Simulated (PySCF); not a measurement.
A run for PySCF: R-B3LYP/LANL2DZ on C2H4ClN (a complex), monomers drawn apart or pushed together.

```python
from pyscf import gto, scf, dft, mp
from pyscf.data.elements import chemcore

mol = gto.M(
    atom='''
    C     0.54166539   -0.45954345    1.10028371
    Cl   -1.00396213    0.40608183    1.41868456
    H     0.30404854   -1.39275859    0.59959812
    H     1.15361952    0.17352821    0.46564768
    H     1.02877986   -0.64237881    2.05279912
    C     0.32704080    0.02446794    5.61446785
    N     1.33572699   -0.51554475    5.68585896
    H    -0.61053220    0.52451616    5.52503933
    ''',
    basis='lanl2dz',
    ecp={'Cl': 'lanl2dz'},
    charge=0, spin=0, verbose=3, max_memory=1800)
mf = dft.RKS(mol, xc='b3lyp')
mf.conv_tol = 1e-8
mf.max_cycle = 100
mf.kernel()
if not mf.converged:
    mf = mf.newton().run(mf.mo_coeff, mf.mo_occ)
```

Question: What total energy does the run end on?

Answer: -148.2481 hartree.
